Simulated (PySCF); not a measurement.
Computed shifts of a molecule C₂H₈BNO, KT2/pcSseg-1 (PySCF), GIAO, gas phase, atoms alike by connectivity averaged where their shifts nearly agree, in ppm (number of nuclei): ¹H: 4.43 (1), 3.28 (1), 3.08 (3), 2.73 (3). ¹⁵N: 94.4 (1). ¹³C: 44.7 (1), 36.2 (1). References: ¹¹B against BF3 (σ = 89.8 ppm); ¹H against TMS (σ = 31.47 ppm); ¹⁷O against H2O (σ = 330.4 ppm); ¹⁵N against NH3 (σ = 266.2 ppm); ¹³C against TMS (σ = 185.1 ppm), references at their B3LYP-D3(BJ)/def2-TZVP geometries, non-relativistic. The structure is a stationary point at TPSSh-D3(BJ)/def2-SVP. Other conformers were not sampled.

Q: Identify the compound among the candidates.
(A) CNB(C)O
(B) CCB(N)O
(C) CN(C)BO
(D) CNBOC

A: C, CN(C)BO
